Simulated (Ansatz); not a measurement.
The inner images of a band of CH₅AlF₂S (10 atoms, charge 0, multiplicity 1) are given out of order.

These are results of UKS PBE-D4/6-31G* (Ansatz 0.2.0), not measurements.

First end point:

```xyz
10
Properties=species:S:1:pos:R:3
Al -1.047 -0.010 -0.165
C 0.380 -1.327 -0.426
F -1.679 0.803 -1.494
F -2.076 -0.154 1.157
H 1.248 2.070 -0.113
S 0.214 2.031 0.768
H 0.900 -1.566 0.519
H -0.032 -2.275 -0.814
H 1.135 -0.982 -1.154
H 0.956 1.410 1.723
```

Last end point:

```xyz
10
Properties=species:S:1:pos:R:3
Al -1.070 0.770 0.067
C 0.864 -1.118 -0.551
F -1.461 0.799 -1.548
F -1.838 -0.319 1.073
H 1.263 -0.113 -0.313
S 0.061 2.435 0.931
H 1.673 -1.837 -0.353
H 0.018 -1.400 0.103
H 0.562 -1.165 -1.606
H -0.071 1.948 2.196
```

Task: Put them in order from the first end to the last, with their energies above the first end.
A.
```xyz
10
Properties=species:S:1:pos:R:3
Al -1.007 0.308 -0.092
C 0.569 -0.987 -0.430
F -1.785 0.705 -1.513
F -1.899 -0.129 1.251
H 0.841 0.509 0.059
S 0.549 2.019 0.519
H 1.197 -1.394 0.379
H -0.165 -1.796 -0.653
H 1.171 -0.873 -1.346
H 0.528 1.636 1.826
```
B.
```xyz
10
Properties=species:S:1:pos:R:3
Al -1.107 0.732 0.104
C 0.801 -1.079 -0.531
F -1.728 0.753 -1.439
F -1.748 -0.333 1.213
H 0.914 -0.023 -0.199
S 0.122 2.420 0.782
H 1.399 -1.682 0.166
H -0.232 -1.464 -0.513
H 1.193 -1.134 -1.555
H 0.386 1.810 1.971
```
C.
```xyz
10
Properties=species:S:1:pos:R:3
Al -1.068 0.575 0.021
C 0.718 -0.976 -0.451
F -1.773 0.667 -1.484
F -1.857 -0.231 1.247
H 0.766 0.110 -0.089
S 0.358 2.199 0.611
H 1.311 -1.490 0.314
H -0.210 -1.566 -0.589
H 1.226 -0.926 -1.422
H 0.527 1.639 1.843
```
D.
```xyz
10
Properties=species:S:1:pos:R:3
Al -1.050 0.001 -0.173
C 0.385 -1.297 -0.476
F -1.798 0.718 -1.495
F -1.978 -0.080 1.227
H 1.480 1.772 0.066
S 0.282 2.061 0.641
H 0.992 -1.471 0.430
H -0.030 -2.276 -0.777
H 1.063 -0.974 -1.285
H 0.653 1.547 1.842
```
E.
```xyz
10
Properties=species:S:1:pos:R:3
Al -1.079 0.765 0.096
C 0.830 -1.112 -0.563
F -1.588 0.816 -1.486
F -1.777 -0.341 1.133
H 1.063 -0.060 -0.299
S 0.082 2.445 0.893
H 1.588 -1.728 -0.058
H -0.156 -1.452 -0.201
H 0.890 -1.227 -1.653
H 0.147 1.895 2.137
```
F.
```xyz
10
Properties=species:S:1:pos:R:3
Al -1.063 0.039 -0.172
C 0.392 -1.233 -0.502
F -1.879 0.712 -1.475
F -1.940 -0.039 1.260
H 1.538 1.284 0.257
S 0.435 2.034 0.520
H 1.028 -1.386 0.389
H -0.004 -2.224 -0.786
H 1.042 -0.900 -1.332
H 0.451 1.712 1.840
```
G.
```xyz
10
Properties=species:S:1:pos:R:3
Al -1.034 0.143 -0.160
C 0.454 -1.114 -0.465
F -1.812 0.746 -1.516
F -1.944 -0.059 1.235
H 1.162 0.864 0.179
S 0.530 2.031 0.534
H 1.103 -1.351 0.399
H -0.059 -2.057 -0.722
H 1.102 -0.871 -1.328
H 0.498 1.667 1.844
```

Result: D (+0.2 kcal/mol), F (+0.8 kcal/mol), G (+5.9 kcal/mol), A (+14.9 kcal/mol), C (-8.9 kcal/mol), B (-16.5 kcal/mol), E (-17.5 kcal/mol).

The run took 7.3 min on 2 threads of Arm Neoverse V1 (shared host), peak memory 0.17 GiB.
